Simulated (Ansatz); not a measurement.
CH6CdOSi, SMILES [Cd]([CH3])[O][SiH3]. Atoms are numbered in the order given.

```xyz
10

Cd     0.0104     0.0924     0.9621
C     -1.3466     1.2019     2.0890
H     -1.7757     0.5784     2.8860
H     -2.1600     1.5650     1.4452
H     -0.8418     2.0655     2.5445
O      1.3222    -0.9919    -0.0337
Si     1.8457    -1.2842    -1.5561
H      0.7543    -1.8096    -2.4473
H      2.9448    -2.3010    -1.5448
H      2.3800    -0.0487    -2.2264
```
Charge 0, spin multiplicity 1.

The structure is a stationary point at PBE0-D3(BJ)/def2-SVP. The structure was generated by enumeration; whether it is a known compound was not checked. The def2 effective core potentials stand for the cores of Cd; spin–orbit coupling is left out. The values are those of a single conformer.

Two levels are set side by side: PBE-D3(BJ)/def2-SVP (Ansatz, a program for electronic structure) and PBE0-D3(BJ)/def2-SVP (Ansatz). Each level has its own optimised geometry; the coordinates shown are those of the second. Differences are taken from unrounded values.

| quantity | PBE0-D3(BJ) |
|---|---|
| mean bond length (Å) | 1.499 |
| bond Cd1–C2 (Å) | 2.084 |
| bond Cd1–O6 (Å) | 1.972 |
| bond O6–Si7 (Å) | 1.636 |
| bond C2–H3 (Å) | 1.099 |
| bond C2–H4 (Å) | 1.099 |
| bond C2–H5 (Å) | 1.099 |
| bond Si7–H8 (Å) | 1.504 |
| bond Si7–H9 (Å) | 1.497 |
| bond Si7–H10 (Å) | 1.504 |

Q: What does PBE-D3(BJ) give, and how far is it from PBE0-D3(BJ)? (The exact figures need the calculation; the answer reports its results.)

A: 
| quantity | PBE-D3(BJ) | PBE-D3(BJ) minus PBE0-D3(BJ) |
|---|---|---|
| mean bond length (Å) | 1.511 | 0.012 |
| bond Cd1–C2 (Å) | 2.093 | 0.009 |
| bond Cd1–O6 (Å) | 1.992 | 0.020 |
| bond O6–Si7 (Å) | 1.659 | 0.023 |
| bond C2–H3 (Å) | 1.107 | 0.008 |
| bond C2–H4 (Å) | 1.107 | 0.008 |
| bond C2–H5 (Å) | 1.107 | 0.008 |
| bond Si7–H8 (Å) | 1.515 | 0.011 |
| bond Si7–H9 (Å) | 1.508 | 0.010 |
| bond Si7–H10 (Å) | 1.515 | 0.011 |

Exact exchange shortens and stiffens bonds; PBE has none. Differences between two approximate levels are no errors against the true value.
